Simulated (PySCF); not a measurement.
## Working with the constants of Ge₂

UHF-CCSD(T) constants of Ge₂, ³Σg⁻ (triplet), unpaired electrons π ↑↑ (PySCF, no relativity, basis sets Ge def2-TZVPPD; masses 73.9212 and 73.9212 u):

| Quantity | Value |
| --- | --- |
| ωe | 296.8 cm⁻¹ |
| ωexe | 0.666 cm⁻¹ |
| Be | 0.08061 cm⁻¹ |
| αe | 0.000259 cm⁻¹ |
| De to Ge + Ge | 2.81 eV |

What force constant and bond length do these constants imply?

Reduced mass μred = 36.961 u; k = 5.8918×10⁻⁷·μred·ωe² (u, cm⁻¹, mdyn/Å) = 1.92 mdyn/Å; Re = √(16.8576/(μred·Be)) (u, cm⁻¹, Å) = 2.379 Å.

Estimate the centrifugal constant D from the Kratzer relation and find the Dunham coefficient a1.

D = 4Be³/ωe² = 2.38e-08 cm⁻¹; a1 = −1 − αeωe/(6Be²) = -2.97.

Correlated steps freeze 18 core orbitals. Spin–orbit coupling is left out. The state was picked by a PBE0 search and need not be the measured ground state.
